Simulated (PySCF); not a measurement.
## Germanium: a sound run and one with changed settings

Sound run: Ge+ [Ar] 3d10 4s2 4p1, Ge(2+) [Ar] 3d10 4s2. All numbers are calculated (PySCF 2.14, scalar relativity through the core potential, in aug-cc-pVDZ-PP with ECP10MDF). The sound run starts from symmetry-adapted Hartree-Fock orbitals and uses a fine grid where one is needed.

Changed run: 14 angular points. This setting is unsound on purpose.

```json
{"species": "Ge+", "method": "UHF", "sound run (hartree)": "-293.06941", "changed run (hartree)": "-293.06941", "converged": "yes"}
{"species": "Ge+", "method": "M06-L", "sound run (hartree)": "-294.27187", "changed run (hartree)": "-294.27236", "converged": "yes"}
{"species": "Ge+", "method": "B3LYP", "sound run (hartree)": "-294.27996", "changed run (hartree)": "-294.27981", "converged": "yes"}
{"species": "Ge(2+)", "method": "UHF", "sound run (hartree)": "-292.51007", "changed run (hartree)": "-292.51007", "converged": "yes"}
{"species": "Ge(2+)", "method": "M06-L", "sound run (hartree)": "-293.70571", "changed run (hartree)": "-293.70571", "converged": "yes"}
{"species": "Ge(2+)", "method": "B3LYP", "sound run (hartree)": "-293.70016", "changed run (hartree)": "-293.70016", "converged": "yes"}
```

Ionisation energy of Ge+:

| method | sound run (eV) | changed run (eV) |
| --- | --- | --- |
| UHF | 15.220 | 15.220 |
| M06-L | 15.406 | 15.419 |
| B3LYP | 15.777 | 15.773 |

A coarse angular grid integrates products of high-l functions wrongly, so density functionals can shift, and the SCF can exploit the error; Hartree-Fock and MP2 need no grid.

For comparison, NIST gives 15.935 eV between the lowest levels.
